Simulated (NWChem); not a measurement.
Species: GeSiH3F, singlet; SMILES [Ge]([SiH3])[F]

All runs: NWChem. Low-valent species are run as closed-shell singlets; no triplet was tried in these runs. Structure relaxed at the PBE0/def2-SVP level. Ions are spin-unrestricted doublets at the neutral geometry; other ion states weren't tried.

Question: What does the run give for B3LYP/def2-SVP? Quantities: vertical ionisation energy, ΔSCF (eV); −ε(HOMO) (eV).

Answer: 
* **vertical ionisation energy, ΔSCF (eV)**: 8.70
* **−ε(HOMO) (eV)**: 6.32
